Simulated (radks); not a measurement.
Results of a calculation; reference values are marked as such.
Excited configurations of neutral lithium: one electron is placed in a higher orbital outside [He]. The ground configuration is [He] 2s1. Level of theory: scalar-relativistic Kohn-Sham, PBE, spin-polarised, spherical densities, point nucleus; open shells are filled with parallel spins first (a radial shooting solver on a logarithmic mesh with Libxc functionals). Excitation = E - E(ground); binding = E(ion) - E, where the ion is the core of charge +1; n* = 1/sqrt(2 binding) in atomic units, and the quantum defect is n - n*.

| outer orbital | excitation (eV) | binding (eV) | n* | quantum defect | eigenvalue (eV) | <r> (bohr) |
|---|---|---|---|---|---|---|
| 2p | 1.866 | 3.725 | 1.911 | 0.089 | -1.775 | 4.681 |
| 3d | 3.961 | 1.629 | 2.890 | 0.110 | -0.801 | 10.06 |
| 4s | 4.311 | 1.280 | 3.260 | 0.740 | -0.829 | 17.36 |
| 5p | 4.864 | 0.726 | 4.328 | 0.672 | -0.485 | 30.73 |
| 5d | 4.911 | 0.680 | 4.473 | 0.527 | -0.443 | 30.95 |
| 5f | 4.924 | 0.667 | 4.518 | 0.482 | -0.405 | 28.66 |
| 6f | 5.106 | 0.484 | 5.299 | 0.701 | -0.319 | 43.18 |

The Delta-SCF ionisation energy is 5.591 eV (NIST Atomic Spectra Database: 5.392 eV, measured). Self-interaction in the functional shifts the binding energies and quantum defects, so they are the method's values and not measured ones.
